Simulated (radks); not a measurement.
Values are calculated unless marked as measured or tabulated.
The cobalt ion Co+, 26 electrons, occupied as [Ar] 3d7 5s1 (not the ground configuration).

Code: a radial shooting solver on a logarithmic mesh with Libxc functionals. Model: non-relativistic Kohn-Sham, r2SCAN, spin-unpolarised, spherical densities, point nucleus; meta-GGA in the generalised Kohn-Sham scheme.

Energy parts (hartree):
| part | energy |
|---|---|
| total | -1381.88353 |
| kinetic | 1380.85159 |
| electron-nucleus | -3280.41612 |
| Hartree | 576.39801 |
| exchange-correlation | -58.71701 |

Orbitals (lengths in bohr, moments of r in powers of bohr; <r^-3> diverges for s and p1/2):
orbital	occ.	eigenvalue (hartree)	<r>	<r^-3>
1s	2	-277.6379	0.05692	-
2s	2	-33.29391	0.2582	-
2p	6	-28.91289	0.2261	528.2
3s	2	-4.30600	0.7832	-
3p	6	-2.97617	0.8206	65.32
3d	7	-0.81486	1.016	6.058
5s	1	-0.19500	6.204	-

The highest occupied level is 5s at -5.306 eV. Summed over all electrons, <r^2> = 59.11 bohr^2, which gives a Langevin (diamagnetic) susceptibility term of -46.8 x 10^-6 cm^3/mol.
